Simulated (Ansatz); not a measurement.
Mulliken charges of C₂H₄SSe (`CC(=S)[SeH]`) from PBE/def2-TZVPP in Ansatz (PBE0-D4/def2-TZVP geometry).

| atom | x (Å) | y (Å) | z (Å) | charge (e) |
| --- | --- | --- | --- | --- |
| C1 | -0.059 | 0.846 | 0.043 | -0.223 |
| C2 | 0.679 | -0.445 | -0.087 | 0.043 |
| S3 | 2.285 | -0.577 | -0.231 | -0.225 |
| Se4 | -0.369 | -2.021 | -0.079 | 0.061 |
| H5 | -0.778 | 0.956 | -0.774 | 0.107 |
| H6 | -0.625 | 0.867 | 0.979 | 0.107 |
| H7 | 0.641 | 1.680 | 0.024 | 0.096 |
| H8 | -1.680 | -1.364 | 0.068 | 0.034 |

By hand: the dipole of these point charges (1 e Å = 4.8032 D).

Σ q r = (-0.640, 0.109, 0.060) e Å, of length 0.652 e Å = 3.13 D.

How does the dipole of the full density compare? (Estimate.)

Computed: (-0.561, 0.203, 0.059) e Å, 2.88 D; the point charges give 1.09 times that, at 10° from its direction.

Point charges leave out the atoms' own dipoles, such as those of lone pairs, and Mulliken's split depends on the basis, so the close match here is no proof of good charges.
